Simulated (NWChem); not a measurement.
All runs are NWChem calculations. System: H2Se, charge 0, spin multiplicity 1, displaced from the optimised geometry. Level: CCSD(T)/def2-SVP, 9 core orbitals frozen, spin-restricted.

Input file:

```
start mol
memory heap 100 mb stack 700 mb global 1900 mb
geometry units angstroms nocenter noautoz noautosym
  Se     0.000000     0.000000     0.057076
  H      2.100492     0.000000    -1.997658
  H     -1.050246     0.000000    -0.970291
end
basis spherical
  * library def2-svp
end
scf
  rhf
  nopen 0
  maxiter 100
  thresh 1e-7
  semidirect memsize 60000000 filesize 0
end
ccsd
  freeze core 9
  maxiter 60
end
task ccsd(t) energy
```

Output (cleaned and shortened):

```
             Northwest Computational Chemistry Package (NWChem) 7.3.0
             --------------------------------------------------------

                                NWChem Input Module
                                -------------------

 Scaling coordinates for geometry "geometry" by  1.889725989
 (inverse scale =  0.529177249)

                             Geometry "geometry" -> ""
                             -------------------------

 Output coordinates in angstroms (scale by  1.889725989 to convert to a.u.)

  No.       Tag          Charge          X              Y              Z
 ---- ---------------- ---------- -------------- -------------- --------------
    1 Se                  34.0000     0.00000000     0.00000000     0.05707600
    2 H                    1.0000     2.10049200     0.00000000    -1.99765800
    3 H                    1.0000    -1.05024600     0.00000000    -0.97029100

 Effective nuclear repulsion energy (a.u.)      18.5290951858

            Nuclear Dipole moment (a.u.)
            ----------------------------
        X                 Y               Z
 ---------------- ---------------- ----------------
     1.9846771606     0.0000000000    -1.9414383403


 Summary of "ao basis" -> "" (spherical)
 ------------------------------------------------------------------------------
       Tag                 Description            Shells   Functions and Types
 ---------------- ------------------------------  ------  ---------------------
 *                          def2-svp                  on all atoms

 Summary of "ao basis" -> "ao basis" (spherical)
 ------------------------------------------------------------------------------
       Tag                 Description            Shells   Functions and Types
 ---------------- ------------------------------  ------  ---------------------
 Se                         def2-svp                12       32   5s4p3d
 H                          def2-svp                 3        5   2s1p

                                 NWChem SCF Module
                                 -----------------

  ao basis        = "ao basis"
[...]
task       129 out of       171 done  75%  at       0.7 secs
task       137 out of       171 done  80%  at       0.7 secs
task       146 out of       171 done  85%  at       0.8 secs
task       154 out of       171 done  90%  at       0.8 secs
task       163 out of       171 done  95%  at       0.8 secs
task       171 out of       171 done 100%  at       0.8 secs
 commencing triples evaluation - blocking       1
 ccsd(t): done        1 out of       24 progress:    4.2%
 ccsd(t): done        2 out of       24 progress:    8.3%
 ccsd(t): done        3 out of       24 progress:   12.5%
 ccsd(t): done        4 out of       24 progress:   16.7%
 ccsd(t): done        5 out of       24 progress:   20.8%
 ccsd(t): done        6 out of       24 progress:   25.0%
 ccsd(t): done        7 out of       24 progress:   29.2%
 ccsd(t): done        8 out of       24 progress:   33.3%
 ccsd(t): done        9 out of       24 progress:   37.5%
 ccsd(t): done       10 out of       24 progress:   41.7%
 ccsd(t): done       11 out of       24 progress:   45.8%
 ccsd(t): done       12 out of       24 progress:   50.0%
 ccsd(t): done       13 out of       24 progress:   54.2%
 ccsd(t): done       14 out of       24 progress:   58.3%
 ccsd(t): done       15 out of       24 progress:   62.5%
 ccsd(t): done       16 out of       24 progress:   66.7%
 ccsd(t): done       17 out of       24 progress:   70.8%
 ccsd(t): done       18 out of       24 progress:   75.0%
 ccsd(t): done       19 out of       24 progress:   79.2%
 ccsd(t): done       20 out of       24 progress:   83.3%
 ccsd(t): done       21 out of       24 progress:   87.5%
 ccsd(t): done       22 out of       24 progress:   91.7%
 ccsd(t): done       23 out of       24 progress:   95.8%
 ccsd(t): done       24 out of       24 progress:  100.0%
 Time for integral evaluation pass     1        0.82
 Time for triples evaluation pass      1        0.19

 pseudo-e(mp4)  -0.17031190478508E-01
 pseudo-e(mp5)   0.82881465529888E-03
        e(t)    -0.16202375823209E-01

 --------------
 CCSD(T) Energy
 --------------
 Reference energy:                   -2400.518460654036971

 CCSD corr. energy:                     -0.318620711009445
 T(CCSD) corr. energy:                  -0.017031190478508
 Total CCSD+T(CCSD) energy:          -2400.854112555524807

 CCSD corr. energy:                     -0.318620711009445
 (T) corr. energy:                      -0.016202375823209
 Total CCSD(T) energy:               -2400.853283740869756

 routine      calls  cpu(0)   cpu-min  cpu-ave  cpu-max   i/o
 aoccsd          1     0.00     0.00     0.00     0.00    0.00
 iterdrv         1     0.01     0.01     0.01     0.01    0.00
 pampt          13     0.03     0.03     0.03     0.03    0.00
 t2pm           13     0.06     0.06     0.06     0.06    0.00
 sxy            13     0.07     0.07     0.07     0.07    0.00
 ints       378573     6.38     6.38     6.38     6.38    0.00
 t2eri        2223     0.65     0.65     0.65     0.65    0.00
 idx2         2223     0.22     0.22     0.22     0.22    0.00
 idx34          13     0.02     0.02     0.02     0.02    0.00
 ht2pm          13     0.07     0.07     0.07     0.07    0.00
 itm            13     0.22     0.22     0.22     0.22    0.00
 pdiis          13     0.01     0.01     0.01     0.01    0.00
 triples         1     0.00     0.00     0.00     0.00    0.00
 rdtrpo          1     0.00     0.00     0.00     0.00    0.00
 trpmos          1     0.82     0.82     0.82     0.82    0.00
 trpdrv          1     0.04     0.04     0.04     0.04    0.00
 dovvv       19440     0.05     0.05     0.05     0.05    0.00
 doooo       19440     0.03     0.03     0.03     0.03    0.00
 tengy       17496     0.07     0.07     0.07     0.07    0.00
 Total                 8.75     8.75     8.75     8.75    0.00

 Task  times  cpu:       10.1s     wall:       10.1s

 Total times  cpu:       10.1s     wall:       10.1s
```
